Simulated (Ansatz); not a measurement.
A run for Ansatz (a quantum-chemistry and plane-wave program): R-B2PLYP/def2-TZVPPD on H2Se (SMILES [SeH2]) with ghost functions. Files ending in .json are basis or fitting sets from the Basis Set Exchange. The run froze 14 orbitals, filled d shells among them.

Ansatz 0.2 input:
```yaml
crystal:
  periodic: [false, false, false]
  atoms:
    - {symbol: Se, position_ang: [-0.38030500, 0.20919291, 3.61573041]}
    - {symbol: H, position_ang: [0.94746516, 0.82889789, 3.73691167]}
    - {symbol: H, position_ang: [-0.22980910, 0.05655102, 2.14430554]}
basis:
  gaussian:
    orbitals: def2-TZVPPD.json
    ghost_atoms:
      - {symbol: N, position_ang: [-0.06812484, -0.19824362, 0.01565491]}
      - {symbol: H, position_ang: [-0.97935394, -0.30565649, -0.41507422]}
      - {symbol: H, position_ang: [0.38346057, 0.60051671, -0.41481351]}
      - {symbol: H, position_ang: [0.47875980, -1.02166890, -0.20822339]}
hamiltonian:
  xc: {name: B2PLYP}
magnetization: {spin_polarized: false}
correlation: {electrons: outside_noble_gas}
scf: {lower_state_search: off}
```

The log:

```
WARN ansatz: RAYON_NUM_THREADS=2 ignored (pool sized by the plan → 2); use --threads N
Functional definition: B2PLYP
these checks for a lower state are left out or cut short: stability, starts, cluster_reference, orbital_swaps, neighbouring_geometries, increment
integrals: 0.24 GiB planned
1036 factors; integrals over basis functions are off by at most 1.5e-3 eV
mean field: 0.74 GiB planned
mean field evaluation 1: about -65369.0390 eV, gradient 7.0e0 eV
mean field evaluation 2: about -65369.0627 eV, gradient 7.0e0 eV
mean field evaluation 4: about -65369.2514 eV, gradient 1.4e0 eV
mean field evaluation 8: about -65369.2547 eV, gradient 9.1e-3 eV
mean field -65369.25473227 eV, -2402.2758025385 hartree, gradient 6.3e-6 eV, S^2 0.000000; 0 other end points of the search recorded, 0 dependent functions left out
14 core orbitals not correlated
reference -65369.25486461 eV, -2402.2758074022 hartree; 4, 4 occupied and 161, 161 virtual orbitals, 1036 factors
second order -5.67059606 eV of doubles, -0.00000000 eV of singles
Total energy: -65370.78592555 eV, -2402.3320728538 hartree
Checks for a lower state left out: stability, starts, cluster_reference, orbital_swaps, neighbouring_geometries, increment
```

The run converged.

Cost: about 4 core-seconds (a rough figure).
